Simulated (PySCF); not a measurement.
# How methods differ on the excitation energy of Mg⁺

Mg⁺ [Ne] 3s1 (2S) → Mg⁺ [Ne] 3p1 (2P), as a difference of total energies. All numbers are calculated (PySCF 2.14, the spin-free X2C one-electron Hamiltonian (Gaussian nucleus), in ANO-RCC-VTZP (5s4p2d1f, 34 functions)). Correlated levels: valence and next inner shell: 1s2 frozen. The calculations carry no spin-orbit coupling.

```
                                method  excitation energy (eV)  error (eV)
                                   UHF                   4.298      -0.132
    MP2 (valence and next inner shell)                   4.387      -0.043
SCS-MP2 (valence and next inner shell)                   4.363      -0.067
   CCSD (valence and next inner shell)                   4.382      -0.048
CCSD(T) (valence and next inner shell)                   4.384      -0.046
```

Reference: 4.43 eV (measured; NIST levels, between the centres of gravity of the two terms).

Errors of the correlated levels include the incompleteness of this basis and the frozen core.

The basis was made for the ground configuration and has no added diffuse functions, so the excitation energy can come out too high.
